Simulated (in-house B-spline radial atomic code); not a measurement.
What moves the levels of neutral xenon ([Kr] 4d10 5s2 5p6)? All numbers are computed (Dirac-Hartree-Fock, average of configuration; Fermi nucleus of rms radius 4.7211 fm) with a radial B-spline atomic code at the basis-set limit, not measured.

Baseline run (computed): total energy -7446.9050 hartree, 1s1/2 at -1277.26 hartree, 5p3/2 at -11.968 eV with <r> = 2.352 bohr.

Changing the nucleus:

```tsv
nucleus	ΔE (eV)
Fermi nucleus of rms radius 4.7387 fm, A = 118	0.048
Fermi nucleus of rms radius 4.7509 fm, A = 120	0.0813
Fermi nucleus of rms radius 4.759 fm, A = 122	0.103
Fermi nucleus of rms radius 4.7661 fm, A = 124	0.123
Fermi nucleus of rms radius 4.7722 fm, A = 126	0.14
Fermi nucleus of rms radius 4.7747 fm, A = 127	0.147
Fermi nucleus of rms radius 4.7774 fm, A = 128	0.154
Fermi nucleus of rms radius 4.7775 fm, A = 129	0.154
Fermi nucleus of rms radius 4.7818 fm, A = 130	0.166
Fermi nucleus of rms radius 4.7808 fm, A = 131	0.163
Fermi nucleus of rms radius 4.7859 fm, A = 132	0.177
Fermi nucleus of rms radius 4.7831 fm, A = 133	0.17
Fermi nucleus of rms radius 4.7899 fm, A = 134	0.188
Fermi nucleus of rms radius 4.7964 fm, A = 136	0.206
Fermi nucleus of rms radius 4.8094 fm, A = 137	0.242
Fermi nucleus of rms radius 4.8279 fm, A = 138	0.293
Fermi nucleus of rms radius 4.8409 fm, A = 139	0.329
Fermi nucleus of rms radius 4.8566 fm, A = 140	0.373
Fermi nucleus of rms radius 4.8694 fm, A = 141	0.409
Fermi nucleus of rms radius 4.8841 fm, A = 142	0.45
Fermi nucleus of rms radius 4.8942 fm, A = 143	0.478
Fermi nucleus of rms radius 4.9082 fm, A = 144	0.518
Fermi nucleus of rms radius 4.9315 fm, A = 146	0.583
```

A larger nucleus binds the electrons less, roughly as the density at the nucleus times the change of the nuclear <r²>. The reference is A = 116.
